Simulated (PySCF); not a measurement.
A GIAO shielding run with PySCF 2.14.0 with density-fitted response routines (density fitting, non-relativistic, gas phase) on SMILES C/C=N/[Si@H](C)CN(C)C, C6H16N2Si:

```
$ OMP_NUM_THREADS=1 python probes_run.py task.json out

{"job": {"kind": "nmr", "xc": "PBE0", "basis": "pcSseg-1"}, "charge": 0, "multiplicity": 1}
C      4.150678     0.658250     0.132010
C      2.923461    -0.164442     0.319595
N      1.793294     0.353479     0.466554
Si     0.208564    -0.284324     0.672172
C      0.061217    -2.177921     0.854063
C     -0.715155     0.338378    -0.901528
N     -2.120066     0.678319    -0.774423
C     -2.915934    -0.425444    -0.294834
C     -2.338902     1.868870     0.011431
H      4.634047     0.388579    -0.805972
H      4.854524     0.454082     0.937633
H      3.898389     1.714304     0.125985
H      3.092315    -1.250996     0.319467
H     -0.213767     0.367591     1.918210
H      0.281761    -2.688239    -0.080593
H     -0.926762    -2.495706     1.172696
H      0.770881    -2.535470     1.595589
H     -0.643321    -0.419156    -1.688383
H     -0.203587     1.226469    -1.276895
H     -2.704556    -0.677464     0.756165
H     -3.971649    -0.167612    -0.382175
H     -2.719971    -1.301531    -0.910820
H     -1.753302     2.685164    -0.407406
H     -2.058191     1.744204     1.067656
H     -3.394904     2.134762    -0.038373
```

Hardware: 1 thread of an Arm Neoverse V1, shared host. The job also computes population analyses, field gradients.

(1) How large is the calculation?

(2) How long does it take, and how much memory does it need?

Answers

(1) 80 electrons, 240 basis functions and 1255 auxiliary functions.

(2) 76 s of wall time, with 14 SCF cycles and 5 response iterations; peak memory 1.1 GiB. Times on a shared host scatter by some tens of per cent.
